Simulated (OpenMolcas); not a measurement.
Yb3+ with 8 ligands (chloride) in cubic eightfold coordination (Oh) at 2.89 Å. A charge of +0.625 e stands 2.4 Å behind each ligand. Ligand basis ANO-RCC-VDZP.

```
Program             : OpenMolcas 26.06
Method              : SS-CASPT2, IPEA 0.25 Eh, imaginary shift 0.1 Eh (closed shells correlated: 5s 5p and the ligand valence shells)
Basis               : ANO-RCC-VDZP [7s6p4d2f1g]
Scalar Hamiltonian  : DKH2, point nucleus
Active space        : 13 electrons in 7 orbitals (4f)
State averaging     : 2S+1 = 2 odd, 7 roots
Spin-orbit coupling : state interaction with AMFI integrals over the reference wave functions
```

Task: What is the spin-free ground state (labels of O, the rotations of Oh)?

Result: 2A2, 1-fold in its orbital part; it has the highest spin that f13 allows.

Task: Where is the first state of the same spin?

Result: A 6-fold state lies at 284 cm-1 above the ground state.

Task: What are the lowest two levels with spin-orbit coupling?

Result: A 2-fold level Γ7 with g = 3.44, 3.44, 3.44, then a 6-fold level 160 cm-1 above it. Their leading multiplicities are 2 (100 %) and 2 (100 %).

Task: What is χT at 300 K, and how does it compare with the textbook value?

Result: Hund's rules give f13 the level 2F7/2 with g = 1.143, so an isolated free-ion multiplet has χT = g² J(J+1) / 8 = 2.571 cm3 K/mol. The computed 2.527 at 300 K differs by -2 %, through the field's splitting, the mixing of terms and any other multiplet in reach.

Roots that are degenerate in the reference are averaged as groups; the widest CASPT2 spread within a group is 19 cm-1 (the 6-fold group of multiplicity 2 near 284 cm-1 above the lowest state of its run). Shifts and gaps below about the spread of the groups concerned are not significant. Over all roots computed the reference weight is 0.60; a low but even weight reflects the number of correlated electrons. Splittings of an f shell from a small cluster at a set distance can be off by tens of per cent, mostly too small. The distance lies 5 % over the 2.75 Å that this model takes as the normal distance (a Shannon-type radius plus a fixed donor radius); by an R⁻⁵ law this alone changes a d-shell field by about -22 %. A group larger than the point group allows holds several states that coincide in this model. No measured value stands beside these numbers; the geometry was imposed, not optimised, and the real ion may take another.
